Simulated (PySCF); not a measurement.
ClFGeH₄N₂, SMILES [Cl][Ge]([NH2])([NH2])[F]. Atoms are numbered in the order given.

```xyz
9

N     -1.5965    -0.9212    -0.5010
Ge    -0.0395    -0.2524     0.1023
N      1.3237    -1.4381    -0.0634
F     -0.1083     0.0571     1.8117
Cl     0.2398     1.7087    -0.7844
H     -1.5729    -1.8834    -0.8315
H     -2.1611    -0.3231    -1.0991
H      2.0602    -1.2926     0.6288
H      1.7450    -1.4724    -0.9921
```
Charge 0, spin multiplicity 1.

The structure is a stationary point at TPSSh-D3(BJ)/def2-SVP. One conformer was computed; it need not be the lowest.

Computed with PySCF with PBE/pcSseg-1.

GIAO shieldings, no solvent; atoms listed in one row are averaged. δ = σ(ref) − σ: ¹⁵N against NH3 (σ = 267.0 ppm); ⁷³Ge against GeH4 (σ = 1614.4 ppm); ¹⁹F against CFCl3 (σ = 133.6 ppm); ³⁵Cl against HCl (σ = 936.5 ppm); ¹H against TMS (σ = 31.49 ppm), references at their B3LYP-D3(BJ)/def2-TZVP geometries, non-relativistic (without spin–orbit terms, shifts of atoms bonded to Cl or Br come out too high).

| nucleus | atoms | count | δ (ppm) |
|---|---|---|---|
| ¹⁵N | N1 | 1 | 49.9 |
| ¹⁵N | N3 | 1 | 45.9 |
| ⁷³Ge | Ge2 | 1 | 418.8 |
| ¹⁹F | F4 | 1 | -147.3 |
| ³⁵Cl | Cl5 | 1 | 114.3 |
| ¹H | H6 | 1 | 1.82 |
| ¹H | H8 | 1 | 1.48 |
| ¹H | H7 | 1 | 1.46 |
| ¹H | H9 | 1 | 1.05 |
